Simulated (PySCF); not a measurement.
Start geometry of `[Cl][Ti]([Cl])([Cl])[Cl]` from GFN2-xTB (Å):
```
atom  x, y, z in Å
Cl1    1.889   -0.853    0.730
Ti2   -0.014   -0.011   -0.013
Cl3   -1.071   -1.499   -1.125
Cl4   -1.095    0.627    1.608
Cl5    0.384    1.632   -1.296
```

**Question.** What comes out of this run: PBE0-D3(BJ)/def2-SVP geometry optimisation, gas phase (PySCF)?

**Answer.** 
```
atom  x, y, z in Å
Cl1    1.9075   -0.7838    0.6683
Ti2    0.0159   -0.0224   -0.0211
Cl3   -1.0114   -1.5583   -1.1284
Cl4   -1.1953    0.5700    1.6596
Cl5    0.3754    1.6898   -1.2749
```

The energy falls by 13.8 kJ/mol over 9 energy and gradient evaluations, the largest force component goes from 0.0385 to 5.3e-04 Eh/bohr, and the atoms move by 0.058 Å rms after alignment. The bond that changes most is Ti2–Cl4 (ends: titanium bonded to 4 Cl; chlorine bonded to Ti), which lengthens by 0.104 Å. Bonds longer at the end by more than 0.005 Å: 3 of 4; shorter: 1. Among the angles that change most is Cl3–Ti2–Cl4, from 111.6° to 109.2°. The orientation of the end geometry is arbitrary; only internal coordinates are fixed.

The run used 103 basis functions and 61 SCF cycles in all. Time: 38 s of wall time; peak memory 0.42 GiB. Hardware: an Intel Xeon Platinum 8375C at 2.90 GHz with one thread, shared host with 64 logical CPUs at a one-minute load of 7.5.

PBE0-D3(BJ)/def2-SVP frequencies: not computed here.
